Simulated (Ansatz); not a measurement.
C2H7SSi, SMILES `C[Si](C)S` radical, relaxed with UKS PBE0-D4/def2-TZVP in Ansatz 0.2.0 from a PBE-D4/def2-SVP geometry. The force threshold is 0.005 eV/Å; the program also tests the step.

Charge 0, multiplicity 2.

Start:

```xyz
11

C     1.720    0.151   -0.188
Si    0.058   -0.704    0.127
C    -1.195    0.505    0.890
S    -0.608   -1.383   -1.833
H     2.447   -0.541   -0.657
H     1.589    1.028   -0.859
H     2.154    0.509    0.768
H    -2.182    0.025    1.045
H    -0.832    0.865    1.875
H    -1.337    1.383    0.222
H    -1.814   -1.837   -1.389
```

```csv
step,energy (eV),largest force (eV/Å),largest move (Å)
1,-20893.2657,0.529,0.000
2,-20893.3091,0.173,0.030
3,-20893.3137,0.039,0.017
4 (rejected),-20893.3137,0.027,0.027
5,-20893.3141,0.005,0.013
6,-20893.3141,0.003,0.004
```

End:

```xyz
11

C     1.703    0.151   -0.189
Si    0.052   -0.681    0.118
C    -1.186    0.506    0.882
S    -0.606   -1.363   -1.811
H     2.411   -0.538   -0.653
H     1.582    1.017   -0.847
H     2.132    0.496    0.755
H    -2.159    0.031    1.023
H    -0.829    0.846    1.858
H    -1.320    1.378    0.234
H    -1.780   -1.843   -1.370
```

It took 14 s on 4 threads of an Intel Xeon 6975P-C on a shared host, with 0.55 GiB of host memory at the peak.
